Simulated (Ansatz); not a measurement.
Reaction (hydrogenolysis of the Si–C bond): `C[Si](C)(C)CBCl` + H₂ → trimethylsilane + `CBCl`

Program: Ansatz. Geometries: PBE0-D4/def2-TZVP. ΔE: electronic, gas phase. CBS: MP2 limit from def2 TZ/QZ plus the TZ coupled-cluster correction, frozen cores. This one scheme is used for every species. DFT in def2-TZVPP. Each species was taken in one conformer, which may not be the lowest.

`C[Si](C)(C)CBCl`:

Cartesian coordinates in Å:
```
C -0.602 -1.435 -1.100
Si -0.053 0.177 -0.330
C -0.897 1.614 -1.184
C 1.806 0.359 -0.464
C -0.572 0.223 1.506
B 0.212 -0.812 2.308
Cl -0.407 -2.445 2.539
H -0.125 -2.293 -0.621
H -0.348 -1.458 -2.163
H -1.684 -1.567 -1.012
H -1.984 1.542 -1.096
H -0.648 1.631 -2.249
H -0.587 2.569 -0.753
H 2.325 -0.489 -0.010
H 2.153 1.268 0.035
H 2.114 0.416 -1.512
H -1.653 0.061 1.509
H -0.344 1.245 1.829
H 1.296 -0.608 2.767
```

H₂:

```xyz
2

H    -0.269    0.207   -0.155
H     0.269   -0.207    0.155
```

`C[SiH](C)C`:

Cartesian coordinates in Å:
```
C -0.899 1.536 -0.017
Si -0.368 -0.248 0.200
C 1.114 -0.352 1.342
C 0.036 -1.014 -1.461
H -1.774 1.610 -0.667
H -1.155 1.990 0.943
H -0.097 2.129 -0.466
H -1.497 -1.010 0.814
H 1.965 0.195 0.927
H 1.423 -1.389 1.493
H 0.887 0.075 2.322
H -0.825 -0.977 -2.133
H 0.861 -0.484 -1.945
H 0.330 -2.061 -1.352
```

`CBCl`:

```xyz
7

C     0.491   -0.230    0.474
B    -0.493    0.246   -0.622
Cl   -2.075    0.882   -0.224
H     0.133   -0.109    1.496
H     1.446    0.297    0.361
H     0.730   -1.287    0.302
H    -0.233    0.202   -1.787
```

CCSD(T)/CBS gives +0.5 kcal/mol.

(1) Another level gave -1.2 kcal/mol. Which?
A. BLYP-D4/def2-TZVPP
B. B97M-V/def2-TZVPP
C. HF/def2-TZVPP
D. PBE0/def2-TZVPP

Largest T1 diagnostic among the species: 0.011.

Results:

(1) B. B97M-V -1.2, BLYP-D4 0.7, PBE0 -2.9, HF/def2-TZVPP -9.3 kcal/mol.

In def2-TZVPP, CCSD(T) changes the Hartree–Fock value by +9.3 kcal/mol (the triples alone add +1.8 kcal/mol) and MP2 by +11.4 kcal/mol. Leaving LDA and LC-ωPBE aside and taking each functional with its dispersion term where it has one, the values, not all of them listed here, spread over 5.4 kcal/mol, from B2PLYP to revPBE-D4. LDA lies +3.3 kcal/mol from PBE without D4. From r2SCAN to r2SCAN0 (25 % exact exchange), in def2-TZVPP and without D4, ΔE moves by −0.9 kcal/mol.
